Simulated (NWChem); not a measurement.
System: C₂H₅ClSi; SMILES C(=C)[SiH2]Cl

The following NWChem deck was run.

```
start job
memory heap 200 mb stack 900 mb global 1100 mb
geometry units angstroms
  Si    -0.357960    -0.562378    -0.344345
  Cl    -1.209565     0.903325     0.758112
  C      1.504050    -0.474307    -0.084655
  C      2.410939    -0.564162    -1.045387
  H     -0.704575    -0.341688    -1.745498
  H     -0.883210    -1.840926     0.134600
  H      1.852475    -0.339560     0.933808
  H      3.471057    -0.510005    -0.849700
  H      2.132102    -0.696400    -2.078241
end
basis spherical
  * library def2-svp
end
dft
  xc pbe0
  iterations 150
end
driver
  maxiter 120
end
task dft optimize
task dft freq
```

The level has its own optimisation; frequencies are unscaled.

**Question.** Give the results of this calculation. (PBE0/def2-SVP.) Quantities: r Cl–Si (Å); r C–Si (Å); r H–Si (Å); r C–C (Å); highest harmonic frequency (cm⁻¹); lowest (cm⁻¹); zero-point energy (kcal/mol); dipole (D).

**Answer.** 
```json
{
 "r Cl–Si (Å)": "2.077",
 "r C–Si (Å)": "1.859",
 "r H–Si (Å)": "1.490",
 "r C–C (Å)": "1.338",
 "highest harmonic frequency (cm⁻¹)": "3239",
 "lowest (cm⁻¹)": "80",
 "zero-point energy (kcal/mol)": "38.5",
 "dipole (D)": "2.02"
}
```
